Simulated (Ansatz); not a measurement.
Reaction (ligand exchange at the Si–N bond): `N[SiH2]N[SiH](N)Cl` + `N[SiH](O)Cl` → `N[SiH2]O[SiH](N)Cl` + `N[SiH](N)Cl`

Computed with Ansatz on PBE0-D4/def2-TZVP structures; ΔE is electronic, products minus reactants. CBS: MP2 limit from def2 TZ/QZ plus the TZ coupled-cluster correction, frozen cores. DFT in def2-TZVPP. B3LYP here is the variant with VWN-RPA as its local correlation; programs differ in this. One conformer a species, not always the lowest.

| level | ΔE (kJ/mol) | difference from CCSD(T)/CBS |
| --- | --- | --- |
| PBE-D4 | -44.5 | 6.9 |
| r2SCAN-D4 | -51.4 | 0.0 |
| PBE0-D4 | -47.4 | 4.0 |
| B3LYP-D4 | -53.1 | -1.7 |
| ωB97X-V | -52.1 | -0.7 |
| ωB97M-V | -51.0 | 0.4 |
| B2PLYP | -53.3 | -1.9 |
| PBE | -45.3 | 6.1 |
| r2SCAN | -51.6 | -0.2 |
| PBE0 | -47.9 | 3.5 |
| B3LYP | -54.5 | -3.1 |
| HF/def2-TZVPP | -65.1 | -13.7 |
| MP2/def2-TZVPP | -49.5 | 1.9 |
| SCS-MP2/def2-TZVPP | -52.6 | -1.2 |
| CCSD/def2-TZVPP | -52.4 | -1.0 |
| CCSD(T)/def2-TZVPP | -50.1 | 1.3 |
| HF/def2-QZVPP | -66.5 | -15.1 |
| MP2/def2-QZVPP | -50.8 | 0.6 |
| SCS-MP2/def2-QZVPP | -53.7 | -2.3 |
| HF/CBS(def2) | -66.8 | -15.4 |
| MP2/CBS(def2) | -50.8 | 0.6 |
| CCSD/CBS(def2) | -53.7 | -2.3 |
| CCSD(T)/CBS | -51.4 | 0 |

Largest T1 diagnostic among the species: 0.010.

In def2-TZVPP, CCSD(T) changes the Hartree–Fock value by +14.9 kJ/mol (the triples alone add +2.3 kJ/mol) and MP2 by +15.5 kJ/mol.
